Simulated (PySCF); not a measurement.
Compound: C5H10GeSi.
Numbering: `[SiH3:1][CH2:2][C:3]1=[CH:4][GeH2:5][CH:6]=[CH:7]1` (hydrogens: H8, H9, H10 on Si1; H11, H12 on C2; H13 on C4; H14, H15 on Ge5; H16 on C6; H17 on C7)

All values: B3LYP/def2-SVPD (PySCF, non-relativistic), on one gas-phase PBE0-D3(BJ)/def2-SVP geometry that isn't relaxed in the solvent. The solvent is an IEF-PCM continuum (cavity from Bondi-type radii × 1.2), and excitations are vertical TDDFT with non-equilibrium linear response and a frozen core. Specific hydrogen bonds and non-electrostatic terms are outside this model. Spin–orbit coupling is left out although an atom past zinc is present.

Gas-phase singlets (H = HOMO, L = LUMO):

```csv
state,E (eV),λ (nm),f,leading configurations
S1,4.294,289,0.043,H→L 97%
S2,5.492,226,0.006,"H-2→L 80%, H-1→L 18%"
S3,5.661,219,0.000,H→L+1 97%
S4,5.845,212,0.074,"H-1→L 57%, H-2→L 12%"
S5,5.922,209,0.007,"H→L+2 66%, H-3→L 26%"
```

Q: What are the lowest 5 singlets in acetone (ε = 20.49)?

A: 
```tsv
state	E (eV)	λ (nm)	f	leading configurations	change by rank (eV)
S1	4.244	292	0.057	H→L 98%	-0.050
S2	5.445	228	0.010	H-2→L 76%, H-1→L 22%	-0.047
S3	5.709	217	0.000	H→L+1 96%	+0.048
S4	5.810	213	0.120	H-1→L 55%, H-3→L 17%	-0.035
S5	5.903	210	0.014	H→L+2 45%, H-3→L 43%	-0.019
```

Q: The ground-state energy changes by -0.077 eV from gas to acetone. By how much does the total energy of gas-phase S1 change?

A: E(S1) = E(S0) + excitation energy, so it changes by -0.077 − 0.050 = -0.127 eV: it is lowered more than the ground state, which is what a red shift means. This is the vertical state, with the slow part of the continuum still set for S0.

Q: How do the frontier levels move from gas to acetone?

A: 
```
orbital  gas (eV)  solvent (eV)  change (eV)
 LUMO+2      0.44          0.50        +0.06
 LUMO+1      0.12          0.25        +0.13
   LUMO     -1.57         -1.51        +0.06
   HOMO     -6.37         -6.32        +0.05
 HOMO-1     -8.09         -8.01        +0.08
 HOMO-2     -8.36         -8.26        +0.10
 HOMO-3     -8.62         -8.53        +0.09
```

The HOMO–LUMO gap goes from 4.80 to 4.80 eV.

Conformer computed: `[SiH3:1][CH2:2][C:3]1=[CH:4][GeH2:5][CH:6]=[CH:7]1`: Si1–C2–C3–C4 98°.
